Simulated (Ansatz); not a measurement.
Cost and result for the atomization energy of `O[CH](F)[GeH3]` (9 atoms, 8 bonds).

Cartesian coordinates in Å:
```
O -0.683 0.383 1.453
C -0.191 0.708 0.211
F -1.201 1.260 -0.574
Ge 0.468 -0.953 -0.662
H -0.880 1.190 1.942
H 0.586 1.482 0.265
H 0.912 -0.604 -2.090
H -0.673 -1.975 -0.685
H 1.662 -1.491 0.140
```

The species carries charge 0 and has multiplicity 1. Correlated methods include outer-core shells of Ge, which these sets cover unevenly. Scalar relativity is left out up to krypton. The geometry is a stationary point of PBE0-D4/def2-TZVP. It is one conformer, not always the lowest. Program: Ansatz. All runs use 4 threads of an Intel Xeon 6975P-C on a shared host. Times are those of one run each, without the atoms' runs, and a repeat can differ threefold. Electronic energies, without spin–orbit coupling; frozen cores. CCSD(T)/CBS adds CCSD(T) − MP2 in def2-TZVPP to the MP2 limit, and its time is that of the two runs behind it. T1 = 0.012. With those shells the extrapolation isn't a true limit.

CCSD(T)/CBS is a level of theory with its own doubt, some kJ/mol a heavy atom from the limit and from the frozen cores, so smaller differences don't rank the functionals.

```json
{"level": "revPBE-D4/def2-TZVPP", "functions": "211", "wall time": "0.85 s"}
{"level": "PBE0-D4/def2-TZVPP", "functions": "211", "wall time": "1.2 s"}
{"level": "BHLYP-D4/def2-TZVPP", "functions": "211", "wall time": "1.2 s"}
{"level": "CAM-B3LYP-D4/def2-TZVPP", "functions": "211", "wall time": "1.4 s"}
{"level": "r2SCANh-D4/def2-TZVPP", "functions": "211", "wall time": "1.9 s"}
{"level": "r2SCAN-D4/def2-TZVPP (with forces)", "functions": "211", "wall time": "1.9 s"}
{"level": "PBE-QIDH/def2-TZVPP", "functions": "211", "wall time": "2 s"}
{"level": "CCSD(T)/def2-SVP", "functions": "99", "wall time": "2.4 s"}
{"level": "ωB97X-V/def2-TZVPP", "functions": "211", "wall time": "2.6 s"}
{"level": "B97M-V/def2-TZVPP", "functions": "211", "wall time": "3 s"}
{"level": "MP2/def2-QZVPP", "functions": "410", "wall time": "8.5 s"}
{"level": "CCSD(T)/def2-TZVPP", "functions": "211", "wall time": "24 s"}
{"level": "CCSD(T)/CBS(def2)", "functions": "–", "wall time": "32 s"}
```

Question: What atomization energy does each give, and how far from CCSD(T)/CBS? (An estimate is asked.)

Answer: The calculation gave: 
```json
{"level": "revPBE-D4/def2-TZVPP", "atomization (kJ/mol)": "2908.3", "difference from CCSD(T)/CBS": "-45.6", "per bond": "-5.7"}
{"level": "PBE0-D4/def2-TZVPP", "atomization (kJ/mol)": "2923.0", "difference from CCSD(T)/CBS": "-30.9", "per bond": "-3.9"}
{"level": "BHLYP-D4/def2-TZVPP", "atomization (kJ/mol)": "2819.9", "difference from CCSD(T)/CBS": "-134.0", "per bond": "-16.7"}
{"level": "CAM-B3LYP-D4/def2-TZVPP", "atomization (kJ/mol)": "2954.7", "difference from CCSD(T)/CBS": "0.8", "per bond": "0.1"}
{"level": "r2SCANh-D4/def2-TZVPP", "atomization (kJ/mol)": "2922.6", "difference from CCSD(T)/CBS": "-31.3", "per bond": "-3.9"}
{"level": "r2SCAN-D4/def2-TZVPP (with forces)", "atomization (kJ/mol)": "2949.3", "difference from CCSD(T)/CBS": "-4.6", "per bond": "-0.6"}
{"level": "PBE-QIDH/def2-TZVPP", "atomization (kJ/mol)": "2906.1", "difference from CCSD(T)/CBS": "-47.8", "per bond": "-6.0"}
{"level": "CCSD(T)/def2-SVP", "atomization (kJ/mol)": "2769.6", "difference from CCSD(T)/CBS": "-184.3", "per bond": "-23.0"}
{"level": "ωB97X-V/def2-TZVPP", "atomization (kJ/mol)": "2957.4", "difference from CCSD(T)/CBS": "3.5", "per bond": "0.4"}
{"level": "B97M-V/def2-TZVPP", "atomization (kJ/mol)": "2951.2", "difference from CCSD(T)/CBS": "-2.7", "per bond": "-0.3"}
{"level": "MP2/def2-QZVPP", "atomization (kJ/mol)": "2963.6", "difference from CCSD(T)/CBS": "9.7", "per bond": "1.2"}
{"level": "CCSD(T)/def2-TZVPP", "atomization (kJ/mol)": "2881.9", "difference from CCSD(T)/CBS": "-72.0", "per bond": "-9.0"}
{"level": "CCSD(T)/CBS(def2)", "atomization (kJ/mol)": "2953.9", "difference from CCSD(T)/CBS": "0.0", "per bond": "0.0"}
```

From PBE to PBE0 (25 % exact exchange), in def2-TZVPP and without D4, the atomization energy moves by −69.6 kJ/mol: exact exchange takes away binding that semilocal exchange gives to molecules. In def2-TZVPP, CCSD(T) changes the Hartree–Fock value by +841.4 kJ/mol (the triples alone add +46.6 kJ/mol) and MP2 by +881.1 kJ/mol; breaking electron pairs costs correlation energy, which Hartree–Fock lacks. At CCSD(T), def2-SVP lies −184.3 kJ/mol from the extrapolated value and def2-TZVPP −72.0 kJ/mol: correlation converges slowly with the basis, and small sets miss more of it in the bonded molecule than in its fragments.

For some Ge, Se and Sn compounds the MP2-based and the directly extrapolated limit differ by 10 to 25 kJ/mol.
